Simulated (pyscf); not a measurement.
**C₂H₅BO (SMILES CC1BO1), singlet**

Gas-phase minimum from PySCF at ωB97X-D3(BJ)/def2-SVP, one conformer. cyclic C₂H₅BO (SMILES CC1BO1) lies 48.5 kcal/mol over its isomer H₃C–CH₂–B=O (electronic energy, ωB97M-D3(BJ)). 

SMILES: O1C(C)B1
```xyz
9

C     -0.4291    -0.7909     0.8374
C     -1.0932    -0.6846    -0.5126
B     -1.9745     0.4727    -0.9624
O     -0.6936     0.5209    -1.3160
H     -0.5336     0.1380     1.4184
H     -0.8962    -1.6060     1.4135
H      0.6456    -1.0177     0.7393
H     -1.0314    -1.5957    -1.1237
H     -2.9524     1.1512    -1.0900
```
Charge 0, spin multiplicity 1.

Bonded distances (Å): C1–C2 1.508, C1–H5 1.101, C1–H6 1.102, C1–H7 1.103, C2–B3 1.523, C2–O4 1.503, C2–H8 1.099, B3–O4 1.330, B3–H9 1.197. Angles (°): C2–C1–H5 111.8, C2–C1–H6 109.5, C2–C1–H7 111.3, H5–C1–H6 107.9, H5–C1–H7 108.2, H6–C1–H7 107.9, C1–C2–B3 124.9, C1–C2–O4 114.7, C1–C2–H8 114.5, B3–C2–O4 52.1, B3–C2–H8 119.9, O4–C2–H8 110.7, C2–B3–O4 63.2, C2–B3–H9 159.3 (the first ones only).

Properties at ωB97X-D3(BJ)/def2-SVP:

```yaml
harmonic_wavenumbers_unscaled: 188, 334, 398, 729, 769, 834, 976, 1015, 1037, 1124, 1263, 1343, 1404, 1459, 1475, 1510, 2743, 3063, 3150, 3154, 3170 cm⁻¹
zero_point_energy: 44.5 kcal/mol
rotational_symmetry_number: 1
Entropy of this conformer at 298 K and 1 atm, rigid rotor and harmonic oscillator, modes under 100 cm⁻¹ raised to 100: 280.6 J/(mol K)
dipole_moment: 1.41 D
```

Single-point totals, which compare only within one level (frozen core for MP2 and CC):

| level | total energy (hartree) |
|---|---|
| ωB97X-D3(BJ)/def2-TZVP | -179.42511 |
| PBE/def2-TZVP | -179.11953 |
| r²SCAN/def2-TZVP | -179.24504 |
| B3LYP-D3(BJ)/def2-TZVP | -179.36792 |
| PBE0-D3(BJ)/def2-TZVP | -179.13885 |
| M06-2X/def2-TZVP | -179.27282 |
| ωB97M-D3(BJ)/def2-TZVP | -179.39829 |
| HF/def2-TZVPP | -178.24675 |
| MP2/def2-TZVPP | -178.91979 |
| CCSD/def2-TZVPP | -178.94729 |
| CCSD(T)/def2-TZVPP | -178.97662 |

Soft torsions are taken as harmonic, which can shift the entropy by several J/(mol K). The CCSD(T) − MP2 part came from Ansatz, without density fitting, on the same reference.
